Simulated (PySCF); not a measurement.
## Orbital picture of SnS⁺

UHF at R = 2.397 Å; Sn cc-pVDZ-PP with ECP28, S cc-pV(D+d)Z; scalar-relativistic core potentials (PySCF 2.14). State: ²Π (doublet), unpaired electrons π ↑. Only the outer orbitals are listed, counted within each symmetry, core potentials removing the inner ones.

```tsv
spin	orbital	occ.	ε (eV)	on Sn (%)	main shells (%)
α	7σ	1	-31.71	8	90 S s
α	8σ	1	-21.54	70	70 Sn s, 22 S p
α	4π	1	-18.08	6	94 S p
α	4π	1	-16.37	9	90 S p
α	9σ	1	-16.14	50	49 S p, 28 Sn p, 21 Sn s
α	5π	0	-6.14	96	96 Sn p
α	5π	0	-5.86	93	93 Sn p
α	10σ	0	-2.87	89	82 Sn p, 15 S p
β	7σ	1	-28.97	14	84 S s, 9 Sn s
β	8σ	1	-21.21	70	70 Sn s, 18 S p, 11 S s
β	9σ	1	-15.82	49	49 S p, 32 Sn p, 16 Sn s
β	4π	1	-15.56	14	86 S p, 11 Sn p
β	4π	0	-7.02	75	74 Sn p, 25 S p
β	5π	0	-5.88	89	89 Sn p, 11 S p
β	5π	0	-4.14	29	71 S p, 26 Sn p
```

Problem. Which are the highest filled and the lowest empty level, where do they sit, and how wide is the gap?

Solution. Highest filled β 4π at -15.56 eV (in %: 86 S p, 11 Sn p); lowest empty β 4π at -7.02 eV (in %: 74 Sn p, 25 S p); the gap at UHF is 8.54 eV. Both belong to one degenerate shell, split only by its one-sided filling, so this is no excitation gap.

```json
{
 "bond order (Mayer)": "1.34",
 "⟨S²⟩": "0.764",
 "charge on Sn (Mulliken, basis-dependent)": "1.09",
 "charge on Sn (Löwdin, basis-dependent)": "1.01",
 "dipole moment (positive dipole points towards S; it is taken about the centre of mass and depends on that origin)": "-2.09 D",
 "polarisability along the bond": "66.6 bohr³",
 "polarisability across the bond": "32.3 bohr³"
}
```

Spin–orbit coupling is left out. The state is the lowest determinant that a PBE0 search found; another state may lie lower at other levels.
